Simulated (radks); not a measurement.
Effect of the nuclear size on the osmium ion Os3+, [Xe] 4f14 5d5. Calculated with a radial shooting solver on a logarithmic mesh with Libxc functionals: Dirac Kohn-Sham, relativistic LDA (MacDonald-Vosko exchange, VWN5 correlation), spin-unpolarised, spherical densities, finite nucleus; open shells fill j = l - 1/2 first; Fermi nuclear charge, rms radius 5.4126 fm. The rms radius is varied about that value; shifts are against it.

rms radius (fm),total energy shift (eV),density at nucleus (e/bohr^3),1s1/2 shift (meV),2s1/2 shift (meV),5s1/2 shift (meV),5d5/2 shift (meV),6s1/2 (empty) shift (meV),6p1/2 (empty) shift (meV)
4.6711,-18.3,1.742e+06,-7350,-1060,-11.0,0.178,-1.79,-0.059
5.1636,-6.34,1.679e+06,-2550,-366,-3.82,0.062,-0.620,-0.020
5.4126,0,1.65e+06,0.000,0.000,0.000,0.000,0.000,0.000
5.6778,6.96,1.621e+06,2790,401,4.19,-0.068,0.681,0.022
6.2786,23.5,1.563e+06,9430,1350,14.2,-0.229,2.30,0.076

Slopes of the eigenvalues against <r^2> in GHz/fm^2, as finite differences over the two radii next to the reference (eigenvalue slopes, not the field-shift constants of lines): 1s1/2 232000, 2s1/2 33300, 5s1/2 348, 5d5/2 -5.61, 6s1/2 (empty) 56.4, 6p1/2 (empty) 1.85.
